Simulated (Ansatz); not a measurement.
HClSi, charge -1, doublet, geometry from GFN2-xTB (a state made from the parent by changing its charge; the spin is typed, not shown lowest) (a gas-phase anion, which may not be bound at this level); WB97X/pcseg-1 (Ansatz, an electronic-structure program).

Ansatz was given this input:
Ansatz 0.2 input:
```yaml
crystal:
  periodic: [false, false, false]
  atoms:
    - {symbol: Si, position_ang: [1.01104949, -0.27343022, 0.88647386]}
    - {symbol: H, position_ang: [1.94589771, -0.44022613, -0.29605972]}
    - {symbol: Cl, position_ang: [-0.94709357, 0.25107349, -0.71262201]}
basis:
  gaussian:
    orbitals: pcseg-1.json
hamiltonian:
  xc: {name: wB97X}
total_charge: -1
magnetization: {spin_polarized: true, initial_magnetization: 1}
```
The basis file holds pcseg-1 in the JSON format of the Basis Set Exchange.

**Question.** What does Ansatz print? Leave out banner, timings and long lists.

**Answer.** 
```
Functional definition: wB97X
383 factors; integrals over basis functions are off by at most 1.3e-3 eV
109 factors; integrals over basis functions are off by at most 3.5e-5 eV
mean field evaluation 1: about -20415.2897 eV, gradient 8.8e0 eV
mean field evaluation 2: about -20415.7694 eV, gradient 5.2e0 eV
mean field evaluation 4: about -20415.9417 eV, gradient 3.3e-1 eV
mean field evaluation 8: about -20415.9604 eV, gradient 4.0e-2 eV
mean field evaluation 16: about -20415.9605 eV, gradient 6.0e-5 eV
mean field -20415.96047409 eV, -750.2727089877 hartree, gradient 6.1e-5 eV, S^2 0.755292; 0 other end points of the search recorded, 0 dependent functions left out
reference -20415.96045696 eV, -750.2727083583 hartree; 17, 16 occupied and 24, 25 virtual orbitals, 383 factors
Total energy: -20415.96045696 eV, -750.2727083583 hartree
```
